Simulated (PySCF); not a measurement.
**Electron correlation in Xe (xenon, neutral)**

[Xe], closed-shell 1S. Computed with PySCF 2.14 in def2-TZVP with the def2 core potential (28 electrons), with a scalar-relativistic core potential. Frozen: 4s2 4p6 4d10; 8 electrons correlated.

MP2 pair energies summed by pair of shells (mhartree):

```json
{"pair": "5p-5p", "energy": "-105.31", "share (%)": "72.6"}
{"pair": "5s-5p", "energy": "-33.43", "share (%)": "23.1"}
{"pair": "5s-5s", "energy": "-6.22", "share (%)": "4.3"}
```

Total MP2 correlation energy: -144.96 mhartree.

Same-spin part -35.90 and opposite-spin part -109.06 mhartree; SCS-MP2 scales them by 1/3 and 6/5 to -142.84 mhartree.

```
  level  correlation energy (mhartree)
   CCSD                        -160.06
    (T)                          -4.91
CCSD(T)                        -164.97
```

Diagnostics: T1 = 0.0031, D1 = 0.0076, largest double amplitude 0.044.

Task: Is a single reference adequate?

Result: Yes, within this model without spin-orbit coupling: T1 lies below 0.03 and no double amplitude reaches 0.07.
